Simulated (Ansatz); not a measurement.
Geometry optimisation, RKS PBE-D4/def2-mTZVP (Ansatz).

Input file:

```yaml
crystal:
  periodic: [false, false, false]
  atoms:
    - { symbol: Si, position_ang: [-0.08193, 0.345136, 0.170254] }
    - { symbol: "N", position_ang: [-0.045231, 0.253633, 1.967834] }
    - { symbol: H, position_ang: [-0.93779, 0.09604, 2.437689] }
    - { symbol: H, position_ang: [0.425155, 1.022775, 2.442513] }
    - { symbol: H, position_ang: [1.325338, 0.442049, -0.310398] }
    - { symbol: H, position_ang: [-0.803356, 1.572868, -0.325393] }
    - { symbol: H, position_ang: [-0.826794, -0.834787, -0.354167] }
    - { symbol: O, position_ang: [1.326961, -2.106461, 0.771398] }
    - { symbol: Si, position_ang: [0.555598, -3.589157, 0.700822] }
    - { symbol: H, position_ang: [1.163368, -4.338513, -0.43801] }
    - { symbol: H, position_ang: [0.736162, -4.361759, 1.974856] }
    - { symbol: H, position_ang: [-0.920212, -3.442675, 0.462657] }
    - { symbol: H, position_ang: [1.145531, -1.619748, 1.616744] }
basis:
  gaussian: { orbitals: def2-mTZVP }
hamiltonian:
  xc: pbe
  dispersion: d4
relax:
  f_tol: 0.03
  max_steps: 50
```

Run as:

```bash
$ ansatz run input.yaml --threads 4 --pin off --max-ram 5120MiB --backend cpu --events-out ev --progress --plain --runs-dir out
```

Q: Where does it end, and by what steps?

A: It converged. The force dipped under the threshold on the way, but the program's further checks kept it going. After 22 steps the energy has fallen by 0.220 eV; H10 moved furthest, 1.09 Å.

```json
{"step": "0", "energy less start (eV)": "0.0000", "largest force component (eV/Å)": "0.643", "accepted": "yes"}
{"step": "1", "energy less start (eV)": "-0.0914", "largest force component (eV/Å)": "0.867", "accepted": "yes"}
{"step": "2", "energy less start (eV)": "-0.1314", "largest force component (eV/Å)": "0.835", "accepted": "yes"}
{"step": "3", "energy less start (eV)": "-0.1654", "largest force component (eV/Å)": "0.609", "accepted": "yes"}
{"step": "4", "energy less start (eV)": "-0.1971", "largest force component (eV/Å)": "0.228", "accepted": "yes"}
{"step": "5", "energy less start (eV)": "-0.2067", "largest force component (eV/Å)": "0.128", "accepted": "yes"}
{"step": "6", "energy less start (eV)": "-0.2105", "largest force component (eV/Å)": "0.059", "accepted": "yes"}
{"step": "7", "energy less start (eV)": "-0.2125", "largest force component (eV/Å)": "0.152", "accepted": "yes"}
{"step": "8", "energy less start (eV)": "-0.2136", "largest force component (eV/Å)": "0.047", "accepted": "yes"}
{"step": "9", "energy less start (eV)": "-0.2147", "largest force component (eV/Å)": "0.071", "accepted": "yes"}
{"step": "10", "energy less start (eV)": "-0.2154", "largest force component (eV/Å)": "0.115", "accepted": "yes"}
{"step": "11", "energy less start (eV)": "-0.2159", "largest force component (eV/Å)": "0.122", "accepted": "yes"}
{"step": "12", "energy less start (eV)": "-0.2166", "largest force component (eV/Å)": "0.074", "accepted": "yes"}
{"step": "13", "energy less start (eV)": "-0.2176", "largest force component (eV/Å)": "0.047", "accepted": "yes"}
{"step": "14", "energy less start (eV)": "-0.2181", "largest force component (eV/Å)": "0.032", "accepted": "yes"}
{"step": "15", "energy less start (eV)": "-0.2183", "largest force component (eV/Å)": "0.057", "accepted": "yes"}
{"step": "16", "energy less start (eV)": "-0.2186", "largest force component (eV/Å)": "0.035", "accepted": "yes"}
{"step": "17", "energy less start (eV)": "-0.2189", "largest force component (eV/Å)": "0.032", "accepted": "yes"}
{"step": "18", "energy less start (eV)": "-0.2192", "largest force component (eV/Å)": "0.022", "accepted": "yes"}
{"step": "19", "energy less start (eV)": "-0.2189", "largest force component (eV/Å)": "0.083", "accepted": "no"}
{"step": "20", "energy less start (eV)": "-0.2195", "largest force component (eV/Å)": "0.020", "accepted": "yes"}
{"step": "21", "energy less start (eV)": "-0.2195", "largest force component (eV/Å)": "0.056", "accepted": "yes"}
{"step": "22", "energy less start (eV)": "-0.2198", "largest force component (eV/Å)": "0.027", "accepted": "yes"}
```

```xyz
13
Properties=species:S:1:pos:R:3
Si -0.317 0.765 0.125
N 0.156 -0.005 1.649
H -0.616 -0.250 2.275
H 0.848 0.507 2.202
H 0.942 1.025 -0.634
H -1.063 2.058 0.287
H -1.193 -0.204 -0.597
O 1.530 -2.387 1.030
Si 0.642 -3.782 0.910
H 1.570 -4.854 0.436
H 0.043 -4.212 2.225
H -0.503 -3.664 -0.063
H 1.025 -1.558 1.272
```

Whether the end is a true minimum wasn't checked by a vibrational analysis.

Time of the run: 25 s on 4 threads of Arm Neoverse V2 (shared host), peak memory 0.16 GiB.
